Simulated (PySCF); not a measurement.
C₃H₆AlCl, SMILES [Cl][Al]([CH]=C)[CH3]. Atoms are numbered in the order given.

```xyz
11

Al     0.2046    -0.0392     0.0000
Cl    -0.6328    -1.9898     0.0000
C      2.1446     0.1352     0.0000
H      2.4826     1.1840     0.0000
H      2.5803    -0.3611    -0.8842
H      2.5803    -0.3611     0.8842
C     -1.0209     1.4631     0.0000
C     -0.5719     2.7315     0.0000
H     -2.1110     1.3225     0.0000
H     -1.2427     3.6007     0.0000
H      0.4991     2.9720     0.0000
```

The structure is a stationary point at B3LYP-D3(BJ)/def2-SVP. The structure was generated by enumeration; whether it is a known compound was not checked. Other conformers were not sampled.

All values below come from PySCF with PBE0/def2-TZVP.

Atomic charges (e):

```csv
atom,IAO,Mulliken
Al1,1.03,0.59
Cl2,-0.38,-0.29
C3,-0.83,-0.59
H4,0.16,0.14
H5,0.17,0.15
H6,0.17,0.15
C7,-0.51,-0.30
C8,-0.25,-0.23
H9,0.16,0.13
H10,0.15,0.13
H11,0.14,0.13
```
